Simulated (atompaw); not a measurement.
# Varying the PAW (atompaw) potential for scandium (Sc)

Base potential:

atompaw 4.2.0.5 input, output lines left out:

```
Sc 21
GGA-PBE scalarrelativistic loggrid 1500 logderivrange -6 5 276
4 4 3 0 0 0
4 0 1.5
4 1 0
3 2 1
0 0 0
c
c
v
v
c
v
v
v
2
2.10 1.75 1.60 1.75
n
n
y
0.05
n
custom polynom2 7 10 vanderbiltortho sinc
3 0.5 troulliermartins
1.60
1.65
2.00
1.75
2.10
2.10
```

Cutoffs, loose and tight: the cutoffs (Ry, on a coarse ladder) from which the occupation-weighted sum of valence levels, in a spherical-Bessel basis at the reference potential, stays within 10 and 1 mRy of its value at 400 Ry. They see the waves, projectors and local potential, not the compensation charge or the core. A dash means not determined.

A true bound ghost makes a file unfit for plane-wave use even where its test errors are small: the radial tests pick states by their node count and pass the ghost by.

| change | outcome | cutoff, loose | cutoff, tight | bound ghosts |
| --- | --- | --- | --- | --- |
| base | generated | 21 Ry | 25 Ry | none |
| wave 3s (bound): rc 1.60 bohr becomes 3s (bound): rc 1.16 bohr | generated | 21 Ry | 35 Ry | none |
| wave 3s (bound): rc 1.60 bohr becomes 3s (bound): rc 1.26 bohr | generated | 21 Ry | 35 Ry | none |
| wave 3s (bound): rc 1.60 bohr becomes 3s (bound): rc 1.46 bohr | generated | 21 Ry | 25 Ry | none |
| wave 3s (bound): rc 1.60 bohr becomes 3s (bound): rc 1.76 bohr | generated | 21 Ry | 25 Ry | none |
| wave 3s (bound): rc 1.60 bohr becomes 3s (bound): rc 1.84 bohr | generated | 21 Ry | 25 Ry | none |

Task: What comes out with this change to the base: wave 3s (bound): rc 1.60 bohr becomes 3s (bound): rc 2.00 bohr?

Result: outcome: generated; cutoff, loose: 21 Ry; cutoff, tight: 25 Ry; bound ghosts: s.
